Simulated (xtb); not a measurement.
Species: H3O3Sn, SMILES `[OH][Sn]([OH])[OH]` (charge 0, multiplicity 2).

Question: Give a relaxed geometry from GFN2-xTB (xtb 6.7.1).

Answer: Several could match; the one computed here: the end point of this relaxation, one of several conformers (outside a Z-matrix the atoms follow the SMILES, hydrogens last).
Z-matrix (Å, degrees):
```
Sn
O 1 2.0975
H 2 0.9572 1 115.58
O 1 2.0977 2 105.82 3 -28.34
H 4 0.9572 1 115.61 2 -140.41
O 1 2.0979 2 105.85 3 -140.46
H 6 0.9574 1 115.59 2 -28.26
```
